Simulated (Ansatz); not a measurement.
Cost and result up the ladder for Ni(NH2)2 (NiN2H4) (7 atoms). The state is a triplet with charge 0. Geometry: r2SCAN-D4/def2-TZVP.

```
atom   x (Å)   y (Å)   z (Å)
 Ni1  -0.001  -0.001   0.001
  N2  -0.504   1.471   0.877
  H3  -0.371   2.421   0.558
  H4  -0.969   1.493   1.775
  N5   0.504  -1.472  -0.877
  H6   0.971  -1.491  -1.773
  H7   0.371  -2.422  -0.560
```

Ansatz on 4 threads of Arm Neoverse V2 on a shared host. Times are rough, and most runs start from the orbitals of an earlier one. ωB97M-V/def2-TZVP serves as the yardstick here, not as an exact answer. Differences are given only for rows in sets of like size (and for xTB, whose basis is part of the method), since another set adds its own error. Binding counts from free atoms at the same level (Ni triplet, N quartet, H doublet; other spins of the atoms weren't run), without zero-point energy or a counterpoise term.

LC-ωPBE has ω = 0.4 bohr⁻¹. Correlated methods freeze 7 core orbitals; core or outer-core shells of Ni are correlated, in sets that lack core-valence functions. In CCSD on the charge 0 triplet the largest single amplitude is 0.23, so its Hartree–Fock determinant may place the open shell otherwise than the density functionals do.

Run but left out: HF/STO-3G (⟨S²⟩ 3.14, where a pure state has 2.00).

Correlated methods converge slowly with the basis.

```json
{"level": "HF/def2-TZVP", "functions": "131", "wall time": "1.8 s", "binding energy per atom (eV)": "1.89", "difference from ωB97M-V/def2-TZVP (eV)": "-1.24", "remarks": "–"}
{"level": "PBE-D4/def2-SVP", "functions": "79", "wall time": "1.9 s", "binding energy per atom (eV)": "3.31", "difference from ωB97M-V/def2-TZVP (eV)": "–", "remarks": "lower spin may lie lower"}
{"level": "PBE0-D4/def2-SVP", "functions": "79", "wall time": "2 s", "binding energy per atom (eV)": "3.14", "difference from ωB97M-V/def2-TZVP (eV)": "–", "remarks": "–"}
{"level": "PBE-D4/def2-TZVPD", "functions": "158", "wall time": "2.9 s", "binding energy per atom (eV)": "3.27", "difference from ωB97M-V/def2-TZVP (eV)": "0.14", "remarks": "lower spin may lie lower"}
{"level": "LC-ωPBE/def2-TZVP", "functions": "131", "wall time": "4.1 s", "binding energy per atom (eV)": "3.11", "difference from ωB97M-V/def2-TZVP (eV)": "-0.02", "remarks": "–"}
{"level": "PBE0-D4/def2-TZVP", "functions": "131", "wall time": "4.3 s", "binding energy per atom (eV)": "3.11", "difference from ωB97M-V/def2-TZVP (eV)": "-0.03", "remarks": "–"}
{"level": "PBE0-D4/def2-TZVPD", "functions": "158", "wall time": "6 s", "binding energy per atom (eV)": "3.12", "difference from ωB97M-V/def2-TZVP (eV)": "-0.01", "remarks": "–"}
{"level": "r2SCAN-D4/def2-TZVP", "functions": "131", "wall time": "7 s", "binding energy per atom (eV)": "3.17", "difference from ωB97M-V/def2-TZVP (eV)": "0.03", "remarks": "–"}
{"level": "r2SCAN0-D4/def2-TZVP", "functions": "131", "wall time": "8.5 s", "binding energy per atom (eV)": "3.06", "difference from ωB97M-V/def2-TZVP (eV)": "-0.08", "remarks": "–"}
{"level": "r2SCAN-D4/def2-TZVPD", "functions": "158", "wall time": "9 s", "binding energy per atom (eV)": "3.18", "difference from ωB97M-V/def2-TZVP (eV)": "0.04", "remarks": "–"}
{"level": "ωB97M-V/def2-TZVP", "functions": "131", "wall time": "19 s", "binding energy per atom (eV)": "3.14", "difference from ωB97M-V/def2-TZVP (eV)": "0.00", "remarks": "–"}
{"level": "CCSD(T)/def2-TZVP", "functions": "131", "wall time": "67 s", "binding energy per atom (eV)": "2.99", "difference from ωB97M-V/def2-TZVP (eV)": "-0.15", "remarks": "–"}
```
